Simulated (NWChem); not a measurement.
System: AlHOICl; SMILES [OH][Al]([Cl])[I]

```xyz
5

Al     0.4666    -1.1424     0.0000
Cl    -1.1121    -2.5226     0.0000
I      0.0164     1.2880     0.0000
O      2.0457    -1.7904     0.0000
H      2.8409    -1.2338     0.0000
```
Atoms are numbered in this order, from 1.

Level: PBE-D3(BJ)/def2-SVP with def2 effective core potentials on I (NWChem), optimised geometry, unscaled harmonic frequencies. def2 effective core potentials on I; no spin-orbit coupling.

Problem. List the harmonic frequencies with IR intensities, and the thermochemistry.

Solution. 
```csv
frequency (cm⁻¹),IR intensity (km/mol)
113,4.7
169,7.8
198,21.7
308,17.5
333,109.3
538,87.5
599,292.3
874,71.7
3807,102.4
```

```json
{
 "zero_point_energy": "9.9 kcal/mol",
 "thermal correction to the enthalpy at 298.15 K (with zero-point energy)": "14.2 kcal/mol",
 "heat capacity Cv": "17.6 cal/(mol K)",
 "entropy at 298.15 K and 1 atm (symmetry number 1)": "82.5 cal/(mol K)"
}
```

Rigid rotor and harmonic oscillator.
